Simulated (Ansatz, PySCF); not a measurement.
System: phosphanylboronic acid, H4BPO2 (charge 0, singlet). SMILES: OB(O)P
Coordinates optimised at B3LYP-D3(BJ)/def2-TZVP (Ansatz, a quantum-chemistry and plane-wave program):
```xyz
8

O     -0.9983     1.3381     0.3178
B     -0.4900     0.0832     0.1146
O     -1.3400    -0.9763     0.1824
P      1.3505    -0.2649    -0.4092
H     -0.3561     2.0512     0.2737
H     -2.2486    -0.7129     0.3768
H      1.9496     0.6882     0.4541
H      1.5537    -1.3628     0.4590
```

Unscaled harmonic wavenumbers (cm⁻¹) in rising order, each level at the stationary point that it reaches from this structure (no distance between atoms moves by over 0.3 Å); the order of modes can differ between levels, and a negative number is imaginary. B3LYP-D3(BJ)/def2-TZVP (PySCF, at the structure above): 125, 252, 366, 432, 493, 587, 598, 740, 761, 991, 1011, 1107, 1279, 1402, 2384, 2416, 3784, 3857.

HF/3-21G (Ansatz): 152, 257, 371, 462, 518, 589, 645, 797, 836, 1032, 1069, 1230, 1350, 1564, 2401, 2451, 3902, 3955. Zero-point energy 33.7 against 32.3 kcal/mol; where all levels lie over 400 cm⁻¹, the wavenumbers are on average 1.056 times those of B3LYP-D3(BJ)/def2-TZVP.

HF/6-31G* (Ansatz): 143, 266, 390, 464, 522, 630, 641, 822, 830, 1072, 1110, 1234, 1387, 1509, 2575, 2618, 4086, 4150. Zero-point energy 35.0 against 32.3 kcal/mol; where all levels lie over 400 cm⁻¹, the wavenumbers are on average 1.084 times those of B3LYP-D3(BJ)/def2-TZVP.
